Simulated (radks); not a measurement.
Values are calculated unless marked as measured or tabulated.
Task: Nb III, 39 electrons, occupied as [Kr] 4d3. Level of theory: Dirac Kohn-Sham, PBE, spin-unpolarised, spherical densities, point nucleus; open shells are shared between the two j in proportion to 2j + 1 (a radial shooting solver on a logarithmic mesh with Libxc functionals). Some entries of the table are withheld. Estimate them.

orbital,occ.,eigenvalue (eV),<r> (bohr),<1/r> (bohr^-1)
1s1/2,2,(1),0.03609,42.40
2s1/2,2,-2646.863,0.1577,9.626
2p1/2,2,-2430.450,0.1346,9.601
2p3/2,4,-2334.670,0.1391,9.164
3s1/2,2,-456.3999,(2),3.275
3p1/2,2,-374.9268,0.4386,3.172
3p3/2,4,-359.4123,0.4491,3.067
3d3/2,4,-215.5940,0.4309,2.871
3d5/2,6,-212.7057,0.4344,2.844
4s1/2,2,-75.8625,1.155,1.179
4p1/2,2,-53.3096,1.271,1.058
4p3/2,4,-51.1804,1.301,1.029
4d3/2,1.2,-19.2175,1.845,0.7182
4d5/2,1.8,-19.0177,1.860,0.7117

Result: 
(1) 1s1/2 eigenvalue (eV): -18817.63
(2) 3s1/2 <r> (bohr): 0.4430
